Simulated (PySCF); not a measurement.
**How methods differ on the ionisation energy of Xe(2+)**

Xe(2+) [Kr] 4d10 5s2 5p4 (3P) → Xe(3+) [Kr] 4d10 5s2 5p3 (4S), as a difference of total energies. Computed with PySCF 2.14 in x2c-QZVPPall with one added diffuse shell each of s, p, d, f type (14s10p8d5f1g, 128 functions), with scalar relativity by spin-free X2C-1e. Correlated levels: valence: [Kr] 4d10 frozen; valence and next inner shell: [Ar] 3d10 frozen. The calculations carry no spin-orbit coupling.

```json
{"method": "UHF", "ionisation energy (eV)": "29.380", "plus first-order spin-orbit estimate": "29.829", "difference from reference of that sum (eV)": "-1.221"}
{"method": "LDA", "ionisation energy (eV)": "30.867", "plus first-order spin-orbit estimate": "31.316", "difference from reference of that sum (eV)": "+0.266"}
{"method": "PBE", "ionisation energy (eV)": "30.509", "plus first-order spin-orbit estimate": "30.959", "difference from reference of that sum (eV)": "-0.091"}
{"method": "PBE0", "ionisation energy (eV)": "30.528", "plus first-order spin-orbit estimate": "30.977", "difference from reference of that sum (eV)": "-0.073"}
{"method": "r2SCAN", "ionisation energy (eV)": "30.523", "plus first-order spin-orbit estimate": "30.972", "difference from reference of that sum (eV)": "-0.078"}
{"method": "B3LYP", "ionisation energy (eV)": "30.700", "plus first-order spin-orbit estimate": "31.150", "difference from reference of that sum (eV)": "+0.100"}
{"method": "BP86", "ionisation energy (eV)": "30.710", "plus first-order spin-orbit estimate": "31.159", "difference from reference of that sum (eV)": "+0.109"}
{"method": "r2SCAN0", "ionisation energy (eV)": "30.541", "plus first-order spin-orbit estimate": "30.991", "difference from reference of that sum (eV)": "-0.059"}
{"method": "MP2 (valence)", "ionisation energy (eV)": "30.139", "plus first-order spin-orbit estimate": "30.588", "difference from reference of that sum (eV)": "-0.462"}
{"method": "SCS-MP2 (valence)", "ionisation energy (eV)": "30.229", "plus first-order spin-orbit estimate": "30.678", "difference from reference of that sum (eV)": "-0.372"}
{"method": "MP2 (valence and next inner shell)", "ionisation energy (eV)": "30.329", "plus first-order spin-orbit estimate": "30.779", "difference from reference of that sum (eV)": "-0.271"}
{"method": "SCS-MP2 (valence and next inner shell)", "ionisation energy (eV)": "30.359", "plus first-order spin-orbit estimate": "30.808", "difference from reference of that sum (eV)": "-0.242"}
```

Reference: 31.05 ± 0.04 eV (semi-empirical (NIST evaluation); NIST Atomic Spectra Database, ionization energies).

A first-order spin-orbit estimate (lowest level to lowest level, LS coupling) adds 0.449 eV.

Errors of the correlated levels include the incompleteness of this basis and the frozen core.
